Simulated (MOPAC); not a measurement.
Job for MOPAC: PM6 on O2 (SMILES O=O), 2S+1 = 3, a spin state set in the input, which need not be the lowest.

```
PM6 1SCF PRECISE CHARGE=0 UHF MS=1 THREADS=1
O2

O     -0.00000000 1    -0.00000000 1    -0.60212665 1
O      0.00000000 1     0.00000000 1     0.60212665 1
```

It printed:

```
*******************************************************************************
 **                                                                           **
 **                              MOPAC v23.2.5                                **
 **                                                                           **
 *******************************************************************************
 ** MOPAC's Digital Object Identifier: https://doi.org/10.5281/zenodo.6511958 **
 **                                                                           **
 ** Please cite the open-source release paper for use of this MOPAC version:  **
 ** J. E. Moussa and J. J. P. Stewart (2026)                                  **
 ** MOPAC: An open-source semiempirical molecular orbital program             **
 ** J. Open Source Softw., 11(119), 8025, https://doi.org/10.21105/joss.08025 **
 *******************************************************************************

                              PM6 CALCULATION RESULTS

 *******************************************************************************
 *  PM6        - The PM6 Hamiltonian to be used
 *  UHF        - UNRESTRICTED HARTREE-FOCK CALCULATION
 *
 *
 *
 *                 CHARGE ON SYSTEM = 0
 *
 *
 *
 *  MS=        - IN MECI, MAGNETIC COMPONENT OF SPIN =  1.0
 *  PRECISE    - TIGHTER CRITERIA TO BE USED
 *  1SCF       - DO 1 SCF AND THEN STOP
 *  THREADS=1  - MULTI-THREADING NOT USED
 *  T=         - A TIME OF 172800.0 SECONDS REQUESTED
 *  DUMP=N     - RESTART FILE WRITTEN EVERY 7200.0 SECONDS REQUESTED
 *******************************************************************************
PM6 1SCF PRECISE CHARGE=0 UHF MS=1 THREADS=1
 O2

   ATOM   CHEMICAL          X               Y               Z
  NUMBER   SYMBOL      (ANGSTROMS)     (ANGSTROMS)     (ANGSTROMS)

     1       O         -0.00000000  *  -0.00000000  *  -0.60212665  *
     2       O          0.00000000  *   0.00000000  *   0.60212665  *



          CARTESIAN COORDINATES

    NO.       ATOM           X           Y           Z

     1         O         -0.0000     -0.0000     -0.6021
     2         O          0.0000      0.0000      0.6021

 General Reference for PM6:
 "Optimization of Parameters for Semiempirical Methods V: Modification of NDDO Approximations
 and Application to 70 Elements", J. J. P. Stewart, J. Mol. Mod., 13, 1173-1213 (2007)
 URL: https://link.springer.com/article/10.1007/s00894-007-0233-4

           Empirical Formula: O2  =     2 atoms



      MOLECULAR POINT GROUP   :   D*h


          UHF CALCULATION, NO. OF ALPHA ELECTRONS =    7
                           NO. OF BETA  ELECTRONS =    5

 -------------------------------------------------------------------------------
 PM6 1SCF PRECISE CHARGE=0 UHF MS=1 THREADS=1
 O2



     1SCF WAS SPECIFIED, SO BFGS WAS NOT USED
     SCF FIELD WAS ACHIEVED


                              PM6 CALCULATION
                                                       MOPAC v23.2.5 Linux




          FINAL HEAT OF FORMATION =        -10.26256 KCAL/MOL =     -42.93857 KJ/MOL


          COSMO AREA              =         50.04 SQUARE ANGSTROMS
          COSMO VOLUME            =         32.10 CUBIC ANGSTROMS

          IONIZATION POTENTIAL    =         11.408985 EV
          ALPHA SOMO LUMO (EV)    =        -11.409  0.896
          BETA  SOMO LUMO (EV)    =        -14.322  0.132
          NO. OF ALPHA ELECTRONS  =          7
          NO. OF BETA  ELECTRONS  =          5
          MOLECULAR WEIGHT        =         31.9988         POINT GROUP:  D*h

          MOLECULAR DIMENSIONS (Angstroms)

            Atom       Atom       Distance
            O     2    O     1     1.20425
            O     2    O     1     0.00000
            O     1    O     2     0.00000


          SCF CALCULATIONS        =          1





   ATOM   CHEMICAL          X               Y               Z
  NUMBER   SYMBOL      (ANGSTROMS)     (ANGSTROMS)     (ANGSTROMS)

     1       O         -0.00000000  *  -0.00000000  *  -0.60212665  *
     2       O          0.00000000  *   0.00000000  *   0.60212665  *

                             CARTESIAN COORDINATES

   1    O       -0.000000000    -0.000000000    -0.602126650
   2    O        0.000000000     0.000000000     0.602126650


           Empirical Formula: O2  =     2 atoms



      MOLECULAR POINT GROUP   :   D*h


          ALPHA EIGENVALUES
 -34.80794 -30.89222 -18.68664 -18.11467 -18.11467 -11.40898 -11.40898   0.89558


           BETA EIGENVALUES
 -30.84921 -26.11383 -16.43409 -14.32163 -14.32163   0.13185   0.13185   3.16283


              NET ATOMIC CHARGES AND DIPOLE CONTRIBUTIONS

  ATOM NO.   TYPE          CHARGE      No. of ELECS.   s-Pop       p-Pop
    1          O          -0.000000        6.0000     1.94922     4.05078
    2          O           0.000000        6.0000     1.94922     4.05078
 DIPOLE           X         Y         Z       TOTAL
 POINT-CHG.     0.000     0.000     0.000     0.000
 HYBRID        -0.000    -0.000    -0.000     0.000
 SUM           -0.000    -0.000     0.000     0.000


          ATOMIC ORBITAL ELECTRON POPULATIONS

     Atom    s        px        py        pz
    1  O   1.94922   1.50000   1.50000   1.05078
    2  O   1.94922   1.50000   1.50000   1.05078


                    (SZ)    =    1.000000
                    (S**2)  =    2.002459


          ATOMIC ORBITAL SPIN POPULATIONS

    Atom   Total    s     px     py     pz
         Atomic
    1  O  1.0000  0.011  0.500  0.500 -0.011
    2  O  1.0000  0.011  0.500  0.500 -0.011

 **********************
 *                    *
 * JOB ENDED NORMALLY *
 *                    *
 **********************




 == MOPAC DONE ==
```

The run finished.

Cost: about 0.020 core-seconds (a rough figure).
